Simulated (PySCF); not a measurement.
## Correlation energy of Tb⁴⁹⁺ (terbium, charge +49)

[Ne] 3s2 3p4, high-spin 3P determinant. Computed with PySCF 2.14 in an uncontracted even-tempered set (18 s from 10 bohr⁻², ratio 2.5; 12 p from 14 bohr⁻², ratio 2.5; 4 d from 58 bohr⁻², ratio 2.7; 4 f from 87 bohr⁻², ratio 2.7), with scalar relativity by spin-free X2C-1e. Frozen: 1s2; 14 electrons correlated; the 21 highest virtual orbitals of each spin left out.

```json
{"level": "CCSD", "correlation energy (mhartree)": "-602.33"}
{"level": "(T)", "correlation energy (mhartree)": "-0.78"}
{"level": "CCSD(T)", "correlation energy (mhartree)": "-603.11"}
```

Diagnostics: T1 = 0.00040, D1 = 0.0018, largest double amplitude 0.016.

Problem. Is a single reference adequate?

Solution. Yes, within this model without spin-orbit coupling: T1 lies below 0.03 and no double amplitude reaches 0.07.

At this charge the one-electron X2C treatment keeps the bare 1/r₁₂, with no two-electron picture change or Breit term. The effect here is smaller than on the frozen 1s shell; and a scalar Hamiltonian misses the large spin-orbit splitting of the p shells, which matters for ns² → np² pairs.

Spin-orbit coupling is strong in this species, so the high-spin LS determinant is a model state.
